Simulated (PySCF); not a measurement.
# Basis-set dependence of population analyses: `C=C(C#N)[SiH](F)F`

Compound: C₃H₃F₂NSi.
Cartesian coordinates in Å at the PBE0-D3(BJ)/def2-SVP level; atoms count from 1:
```xyz
10
C3H3F2NSi angstrom
C      0.496    1.391   -0.475
C      0.467    0.117   -0.042
C      1.666   -0.630    0.174
N      2.604   -1.282    0.373
Si    -1.168   -0.715    0.305
F     -2.293    0.415    0.064
F     -1.419   -1.887   -0.770
H     -0.435    1.944   -0.625
H      1.437    1.906   -0.688
H     -1.305   -1.280    1.660
```

PBE0 throughout (PySCF), one geometry, spherical d and f functions. The structure is a single PBE0-D3(BJ)/def2-SVP conformer in the gas phase; no vibrational or solvent corrections. Atoms taken as equivalent share a column and are averaged. The first 7 of 9 kinds of atom are listed.

Mulliken charges (e):

```csv
basis,functions,C1,C2,C3,N4,Si5,F6/F7,H8
STO-3G,42,-0.137,-0.197,+0.055,-0.192,+0.882,-0.246,+0.098
6-31G,73,-0.257,-0.324,+0.116,-0.262,+1.310,-0.447,+0.214
pcSseg-0,73,-0.259,-0.579,+0.097,-0.335,+1.623,-0.487,+0.259
6-31G*,108,-0.340,-0.180,+0.216,-0.344,+1.074,-0.392,+0.220
cc-pVDZ,117,+0.064,-0.269,-0.019,-0.118,+0.852,-0.300,+0.080
def2-SVP,117,+0.025,-0.399,-0.064,-0.006,+1.014,-0.330,+0.089
aug-cc-pVDZ,192,+0.655,+0.716,-0.350,-0.252,+1.018,-0.616,-0.434
"6-311+G(2d,p)",215,-0.306,+0.439,-0.475,-0.264,+1.217,-0.460,+0.181
def2-TZVP,241,-0.236,+0.024,-0.253,-0.001,+0.741,-0.301,+0.175
cc-pVTZ,256,-0.197,-0.104,-0.050,-0.084,+0.715,-0.270,+0.149
IGLO-III,284,-0.180,-0.114,-0.035,-0.276,+1.436,-0.478,+0.128
pcSseg-2,301,-0.037,-0.292,+0.058,-0.139,+1.149,-0.405,+0.103
```

IAO charges (e):

```csv
basis,functions,C1,C2,C3,N4,Si5,F6/F7,H8
STO-3G,42,-0.205,-0.316,+0.066,-0.158,+1.163,-0.361,+0.142
6-31G,73,-0.213,-0.332,+0.121,-0.209,+1.346,-0.492,+0.184
pcSseg-0,73,-0.194,-0.358,+0.124,-0.212,+1.368,-0.485,+0.176
6-31G*,108,-0.204,-0.362,+0.130,-0.223,+1.478,-0.513,+0.173
cc-pVDZ,117,-0.209,-0.354,+0.124,-0.213,+1.457,-0.509,+0.175
def2-SVP,117,-0.199,-0.359,+0.124,-0.213,+1.470,-0.510,+0.170
aug-cc-pVDZ,192,-0.215,-0.355,+0.135,-0.228,+1.477,-0.520,+0.180
"6-311+G(2d,p)",215,-0.213,-0.366,+0.137,-0.230,+1.504,-0.525,+0.180
def2-TZVP,241,-0.214,-0.368,+0.136,-0.229,+1.519,-0.527,+0.179
cc-pVTZ,256,-0.215,-0.364,+0.135,-0.227,+1.506,-0.524,+0.179
IGLO-III,284,-0.215,-0.367,+0.137,-0.230,+1.514,-0.526,+0.180
pcSseg-2,301,-0.213,-0.368,+0.137,-0.230,+1.518,-0.527,+0.179
```

Hirshfeld charges (e):

```
        basis  functions      C1      C2      C3      N4     Si5   F6/F7      H8
       STO-3G         42  -0.023  -0.071  +0.025  -0.174  +0.567  -0.161  +0.038
        6-31G         73  -0.015  -0.079  +0.065  -0.192  +0.546  -0.215  +0.072
     pcSseg-0         73  -0.018  -0.078  +0.056  -0.193  +0.572  -0.209  +0.065
       6-31G*        108  -0.016  -0.074  +0.073  -0.208  +0.505  -0.184  +0.069
      cc-pVDZ        117  -0.023  -0.080  +0.066  -0.195  +0.508  -0.178  +0.065
     def2-SVP        117  -0.025  -0.081  +0.071  -0.202  +0.519  -0.181  +0.065
  aug-cc-pVDZ        192  -0.029  -0.089  +0.069  -0.206  +0.546  -0.194  +0.068
6-311+G(2d,p)        215  -0.023  -0.090  +0.068  -0.208  +0.547  -0.194  +0.068
    def2-TZVP        241  -0.026  -0.085  +0.071  -0.208  +0.529  -0.186  +0.067
      cc-pVTZ        256  -0.028  -0.083  +0.071  -0.207  +0.524  -0.183  +0.066
     IGLO-III        284  -0.030  -0.085  +0.068  -0.210  +0.531  -0.184  +0.066
     pcSseg-2        301  -0.029  -0.087  +0.072  -0.208  +0.540  -0.190  +0.068
```

Some averages cover members that differ in this geometry, most widely: F6/F7, Mulliken in aug-cc-pVDZ -0.631 to -0.601 e.

Problem. Which scheme is steadiest as the basis changes?

Solution. Largest range over the bases for any column: Hirshfeld 0.07 e, IAO 0.36 e, Mulliken 1.30 e. Hirshfeld charges move least and Mulliken charges most, counted in e. Without the minimal STO-3G basis the ranges are Hirshfeld 0.07, IAO 0.17, Mulliken 1.30 e.

Problem. How much do the charges still move between the two largest bases, IGLO-III and pcSseg-2?

Solution. At most, over all atoms: Mulliken 0.287 e, IAO 0.004 e, Hirshfeld 0.009 e.

Problem. What do the same runs give for the total energy, the frontier levels and the dipole moment?

Solution. 
| basis | energy (Eh) | HOMO (eV) | LUMO (eV) | μ (D) |
| --- | --- | --- | --- | --- |
| STO-3G | -651.1894 | -5.89 | 1.15 | 2.79 |
| 6-31G | -659.4480 | -8.86 | -2.19 | 3.13 |
| pcSseg-0 | -658.4334 | -9.11 | -2.39 | 3.23 |
| 6-31G* | -659.5992 | -8.59 | -2.04 | 3.15 |
| cc-pVDZ | -659.6301 | -8.70 | -2.18 | 3.00 |
| def2-SVP | -659.2464 | -8.78 | -2.25 | 3.08 |
| aug-cc-pVDZ | -659.6648 | -8.86 | -2.43 | 3.22 |
| 6-311+G(2d,p) | -659.7551 | -8.89 | -2.47 | 3.25 |
| def2-TZVP | -659.7983 | -8.85 | -2.41 | 3.23 |
| cc-pVTZ | -659.7774 | -8.81 | -2.35 | 3.19 |
| IGLO-III | -659.8017 | -8.86 | -2.43 | 3.26 |
| pcSseg-2 | -659.8018 | -8.89 | -2.46 | 3.25 |

The dipole is fixed by the density alone, so its range of 0.47 D shows that the density itself changes with the basis, not only its division among atoms.
